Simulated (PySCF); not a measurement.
## Dipole moment and polarisability of `O=S1(=O)CC[C@@H]1F`

C3H5FO2S.
Atom-mapped SMILES: `[O:1]=[S:2]1(=[O:3])[CH2:4][CH2:5][C@@H:6]1[F:7]` (hydrogens: H8, H9 on C4; H10, H11 on C5; H12 on C6)

Geometry (GFN2-xTB, Å), atoms numbered from 1 in this order:
```xyz
12
C3H5FO2S angstrom
O     -0.9004   -1.5759   -1.4450
S     -0.7617   -1.0501   -0.1242
O     -1.4346   -1.7111    0.9537
C     -0.9059    0.7813   -0.0629
C      0.6172    0.8848   -0.0829
C      0.9837   -0.5457    0.3084
F      1.9887   -1.0898   -0.4151
H     -1.4206    1.2403   -0.8983
H     -1.3550    1.0708    0.8802
H      1.0239    1.6420    0.5866
H      0.9819    1.0712   -1.0933
H      1.1839   -0.7187    1.3669
```

Level: CAM-B3LYP/def2-SVPD (PySCF), static field, nuclei fixed, core orbitals frozen in the response. The polarisability tensor in these axes (au):

```
x   61.52  3.83 -0.17
y    3.83 63.11  0.69
z   -0.17  0.69 56.02
```

Q: What are the eigenvalues, a third of the trace, and Δα (Δα² = ½Σ(αi − αj)² over the three pairs)?

A: Principal values 55.87, 58.53 and 66.25 au; mean 60.22 au = 8.92 Å³ = 9.93 × 10⁻⁴⁰ C²·m²/J; Δα = 9.34 au (16 % of the mean).

Q: What is the dipole moment, and where does it point?

A: (1.41, 4.95, 1.45) D, 5.35 D in size, pointing from the negative to the positive side. Measured along this direction, the outermost atoms are O1 at the negative end and H10 at the positive end.

Q: Estimate the molar refractivity from the static electronic polarisability.

A: Lorentz–Lorenz: R = (4π/3)N_A α = 2.5225 cm³/(mol·Å³) × 8.92 Å³ = 22.5 cm³/mol, in the limit of long wavelengths.

Q: Find the Langevin capture rate constant for H3+ (3.023 u) meeting this molecule (123.999 u), k = 2.342 × 10⁻⁹ cm³/s × √(α in Å³ / reduced mass in u).

A: The reduced mass is 2.95 u, so k = 4.07 × 10⁻⁹ cm³/s. The formula leaves out the permanent dipole, which adds to the capture rate.

Q: Sum over states: ᾱ = Σ f/ω², ω in Eh. What share falls to these 8 lowest TDDFT singlets (eV, f)? 7.34, 0.0075; 8.01, 0.0192; 8.10, 0.0172; 8.21, 0.0063; 8.43, 0.0080; 8.47, 0.1077; 8.56, 0.0346; 8.61, 0.0078.

A: They add up to 2.21 au, 3.7 % of the 60.22 au; the largest single term is 1.11 au, from the state at 8.47 eV. Terms in order: 0.10, 0.22, 0.19, 0.07, 0.08, 1.11, 0.35, 0.08 au. Higher excitations give the rest. The strengths listed sum to 0.208.

Q: What are the principal values of the traceless quadrupole moment, Θ = ½Σq(3rr − r²1), about the centre of nuclear charge?

A: -7.46, 0.01, 7.45 D·Å. The values depend on the origin, since the dipole doesn't vanish. The electronic extent ⟨r²⟩ about the same centre is 749 bohr², a root-mean-square distance of 1.81 Å for the 64 electrons.

Isolated species at its GFN2-xTB geometry (one conformer only).
